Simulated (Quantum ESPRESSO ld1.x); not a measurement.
ld1.x (Quantum ESPRESSO 7.5) input

```
 &input
    zed=2.0,
    iswitch=1,
    rel=1,
    lsd=1,
    dft='PZ',
    config='2p1',
    verbosity='high',
    prefix='ld1',
    max_out_wfc=37,
    file_charge='ld1.rho',
 /
```

Output:

```
     Program LD1 v.7.5 starts

     --------------------------- All-electron run ----------------------------

     scalar relativistic calculation

     atomic number is  2.00
     dft =PZ   lsd =1 sic =0 latt =0  beta=0.20 tr2=1.0E-14
     Exchange-correlation= PZ
                           (   1   1   0   0   0   0   0)
     mesh =1663 r(mesh) =  99.76853 a.u. xmin = -8.00 dx = 0.00800
     1 Ry =  13.60569312 eV, c = 137.03599908

     n l     nl                  e(Ry)          e(Ha)          e(eV)
     2 1     2P 1( 1.00)      -0.733791628      -0.366895814     -9.9837437
     2 1     2P 2( 0.00)      -0.531005063      -0.265502532     -7.2246919

     final scf error:  1.2E-15 reached in  21 iterations

     Etot =      -0.983298 Ry,      -0.491649 Ha,     -13.378447 eV
     Total magnetization:    1.00 Bohr mag.

     Ekin =       0.965779 Ry,       0.482890 Ha,      13.140093 eV
     Encl =      -1.965502 Ry,      -0.982751 Ha,     -26.742020 eV
     Eh   =       0.357267 Ry,       0.178633 Ha,       4.860858 eV
     Exc  =      -0.340841 Ry,      -0.170421 Ha,      -4.637378 eV

     normalization and overlap integrals

     s(2P/2P) =  1.000000  <r> =   2.5423  <r2> =    7.7565  r(max) =   2.0276
     s(2P/2P) =  1.000000  <r> =   2.9719  <r2> =   10.7350  r(max) =   2.3230

     ------------------------ End of All-electron run ------------------------
```

Run on one thread of a shared host, so times are rough (Intel(R) Xeon(R) Processor @ 2.60GHz): 0.57 s of CPU time, 0.6 s wall, 21 iterations on 1663 mesh points.
